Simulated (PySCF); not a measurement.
Identify the unknown among the candidates.

All candidates are C7H16Si2.

| technique | computed result |
| --- | --- |
| 13C NMR | chemical shifts (computed TMS as zero) by class: 176.8 (1 C), 146.9 (1 C), 140.9 (1 C), 121.7 (1 C), 49.1 (1 C), 46.2 (1 C), 23.8 (1 C) ppm [GIAO PBE0/pcSseg-1] |
| 1H NMR | chemical shifts (computed TMS as zero) by class: 6.47 (1 H), 6.03 (1 H), 5.38 (1 H), 5.24 (1 H), 4.16 (3 H), 4.13 (3 H), 2.48 (1 H), 2.46 (1 H), 2.10 (1 H), 1.24 (3 H) ppm [GIAO PBE0/pcSseg-1] |
| NMR, other nuclei | isotropic shieldings of nuclei other than C and H, by class: 425 (1 Si), 441 (1 Si) ppm [GIAO PBE0/pcSseg-1] |
| Dipole | 0.66 D [PBE0/pcSseg-1] |
| Rotational structure | rotational constants A, B, C: 1.095, 0.838, 0.717 GHz [GFN2-xTB] |

The electronic properties come from PySCF, for the isolated species, density fitting. Levels stand in brackets. The structure is a single GFN2-xTB conformer in the gas phase; no vibrational or solvent corrections. GFN2-xTB frequencies show an imaginary mode (61i cm⁻¹), so this geometry is no minimum at that level. NMR values are class means; diastereotopic atoms form classes of their own.

Question: Which candidate is it?
A. `C=CC[C@H](C)/C([SiH3])=C\[SiH3]`
B. `[SiH3]/C=C\[SiH2]C1CCCC1`
C. `C=CC[C@@H](C)/C([SiH3])=C/[SiH3]`

Answer: A. It is `C=CC[C@H](C)/C([SiH3])=C\[SiH3]`. Numbering: `[CH2:1]=[CH:2][CH2:3][C@H:4]([CH3:5])/[C:6]([SiH3:7])=[CH:8]\[SiH3:9]`. Its formula, C7H16Si2, gives 2 degrees of unsaturation: 0 rings and 2 π bonds in the structure found. 7 carbons fall into 7 classes; from least to most shielded: fully substituted alkene carbon [C6] (176.8 ppm), alkene CH carbon [C2] (146.9 ppm), alkene CH carbon [C8] (140.9 ppm), terminal =CH2 carbon [C1] (121.7 ppm), allylic carbon [C4] (49.1 ppm), allylic carbon [C3] (46.2 ppm), methyl carbon [C5] (23.8 ppm). Hydrogen classes from least to most shielded: 1 H on an alkene CH carbon, C8 (6.47 ppm), 1 H on an alkene CH carbon, C2 (6.03 ppm), 1 H on a terminal =CH2 carbon, C1 (5.38 ppm), 1 H on a terminal =CH2 carbon, C1 (5.24 ppm), 3 H on an SiH3 silicon, Si9 (4.16 ppm), 3 H on an SiH3 silicon, Si7 (4.13 ppm, a mean of values up to 0.6 ppm apart in this geometry), 1 H on an allylic carbon, C3 (2.48 ppm), 1 H on an allylic carbon, C4 (2.46 ppm), 1 H on an allylic carbon, C3 (2.10 ppm), 3 H on a methyl carbon, C5 (1.24 ppm). The other shieldings belong to: 425 ppm, SiH3 silicon [Si7]; 441 ppm, SiH3 silicon [Si9]. The optimised geometry has point group C1 and is an asymmetric top.

The others, at the same levels:
- `C=CC[C@@H](C)/C([SiH3])=C/[SiH3]` fails: its computed 13C shifts are 176.4 (1 C), 145.5 (1 C), 139.2 (1 C), 123.4 (1 C), 61.1 (1 C), 45.2 (1 C), 19.8 (1 C) ppm, 1H shifts are 6.92 (1 H), 6.35 (1 H), 5.43 (1 H), 5.39 (1 H), 4.17 (3 H), 4.17 (3 H), 2.19 (1 H), 2.15 (1 H), 2.01 (1 H), 1.16 (3 H) ppm and rotational constant A is 1.766 GHz (against 1.095 GHz).
- `[SiH3]/C=C\[SiH2]C1CCCC1` fails: it has 5 carbon classes against 7; its computed 13C shifts are 159.9 (1 C), 149.1 (1 C), 34.4 (2 C), 29.3 (1 C), 27.8 (2 C) ppm, 1H shifts are 7.54 (1 H), 7.23 (1 H), 4.34 (2 H), 4.20 (3 H), 1.92 (2 H), 1.86 (2 H), 1.67 (2 H), 1.23 (2 H), 0.84 (1 H) ppm and rotational constant A is 2.075 GHz (against 1.095 GHz).

Each candidate is one conformer, not necessarily the lowest. The conformers computed, where there is a choice (atom-mapped SMILES and torsion angles):
- `[CH2:1]=[CH:2][CH2:3][C@H:4]([CH3:5])/[C:6]([SiH3:7])=[CH:8]\[SiH3:9]`: C1–C2–C3–C4 -124°, C2–C3–C4–C5 180°, C3–C4–C6–Si7 62°
- `[CH2:1]=[CH:2][CH2:3][C@@H:4]([CH3:5])/[C:6]([SiH3:7])=[CH:8]/[SiH3:9]`: C1–C2–C3–C4 107°, C2–C3–C4–C5 66°, C3–C4–C6–Si7 -61°

The conformers of `[SiH3]/C=C\[SiH2]C1CCCC1` aren't listed.
